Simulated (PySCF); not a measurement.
Al(Me)(Et)(OH) (C3H9AlO), SMILES [Al]([CH2]C)([OH])[CH3].

The structure is a stationary point at r2SCAN-D4/def2-SVP. The structure was generated by enumeration; whether it is a known compound was not checked. One conformer was computed; it need not be the lowest.

Two levels are set side by side: PBE/def2-TZVP (PySCF) and PBE0/def2-TZVP (PySCF). Same geometry, gas phase. Differences are taken from unrounded values.

```tsv
quantity	PBE0	PBE	PBE minus PBE0
orbital gap (eV)	7.34	5.28	-2.06
highest occupied level (eV)	-7.28	-6.00	1.27
lowest empty level (eV)	0.06	-0.72	-0.79
dipole moment (D)	1.29	1.21	-0.07
mean polarisability (bohr³)	65.2	68.3	3.1
```

Without exact exchange PBE keeps part of each electron's self-repulsion, which lifts occupied levels and narrows the gap. Loosely held outer electrons make PBE densities more polarisable. Differences between two approximate levels are no errors against the true value.

Rough cost on one machine, each run with all the roots and properties that it gave: PBE0 against PBE within a factor of 2.
